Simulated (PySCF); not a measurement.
Electron correlation in Yb⁵⁹⁺ (ytterbium, charge +59)

[Ne] 3s1, 2S determinant. Calculation: PySCF 2.14, in an even-tempered Gaussian basis (17 s from 16 bohr⁻², ratio 2.5; 12 p from 20 bohr⁻², ratio 2.5; 4 d from 74 bohr⁻², ratio 2.7; 4 f from 110 bohr⁻², ratio 2.7); scalar relativity by spin-free X2C-1e. Frozen: 1s2; 9 electrons correlated; the 20 highest virtual orbitals of each spin left out.

```csv
level,correlation energy (mhartree)
CCSD,-352.22
(T),-0.06
CCSD(T),-352.28
```

Diagnostics: T1 = 4.1e-05, D1 = 0.0002, largest double amplitude 0.002.

**Question.** Is a single reference adequate?

**Answer.** Yes, within this model without spin-orbit coupling: T1 lies below 0.03 and no double amplitude reaches 0.07.

At this charge the one-electron X2C treatment keeps the bare 1/r₁₂, with no two-electron picture change or Breit term. The effect here is smaller than on the frozen 1s shell; and a scalar Hamiltonian misses the large spin-orbit splitting of the p shells, which matters for ns² → np² pairs.
